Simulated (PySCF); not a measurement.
Mapped SMILES: `[F:1][C:2]1=[CH:3][CH2:4][C@H:5]([F:6])[CH:7]=[CH:8]1`. Each H is labelled by its parent atom. Ha(C4) is cis to F6 on the ring; Hb(C4) is trans to F6 on the ring.

GIAO PBE0/pcSseg-1 shifts (PySCF 2.14, gas phase, non-relativistic, equivalent atoms averaged), each against references optimised in the same way as the molecule (CFCl3, TMS).

On the GFN2-xTB geometry: F1 -119.5, F6 -182.4, C2 166.3, C8 134.2, C7 132.4, C3 109.9, C5 83.9, C4 33.7, H(C8) 6.58, H(C7) 6.38, H(C3) 5.68, H(C5) 5.13, Ha(C4) 3.05, Hb(C4) 2.66 ppm.

What changes on the PBE0-D3(BJ)/def2-SVP geometry?

## Answers


| atoms | δ (ppm) | change |
| --- | --- | --- |
| F1 | -114.0 | +5.5 |
| F6 | -182.2 | +0.2 |
| C2 | 164.6 | -1.7 |
| C8 | 135.2 | +1.0 |
| C7 | 132.7 | +0.3 |
| C3 | 107.5 | -2.4 |
| C5 | 80.3 | -3.6 |
| C4 | 32.0 | -1.7 |
| H(C8) | 6.41 | -0.17 |
| H(C7) | 6.28 | -0.10 |
| H(C3) | 5.51 | -0.17 |
| H(C5) | 4.61 | -0.52 |
| Ha(C4) | 2.85 | -0.20 |
| Hb(C4) | 2.43 | -0.23 |

Unscaled 19F shifts against computed CFCl3 carry errors that often reach 10 to 50 ppm.

Part of each change is the reference's own: σ(CFCl3, F) goes from 170.9 to 177.2 ppm, σ(TMS, C) goes from 186.9 to 184.4 ppm, σ(TMS, H) goes from 31.72 to 31.27 ppm.

Bonds between heavy atoms that differ most (equivalent bonds averaged): F1–C2 1.351 → 1.334 Å, C7–C8 1.332 → 1.343 Å, C4–C5 1.529 → 1.519 Å, C8–C2 1.446 → 1.454 Å, C5–F6 1.398 → 1.389 Å. Mean change of bonds to hydrogen: C–H +0.011 Å.
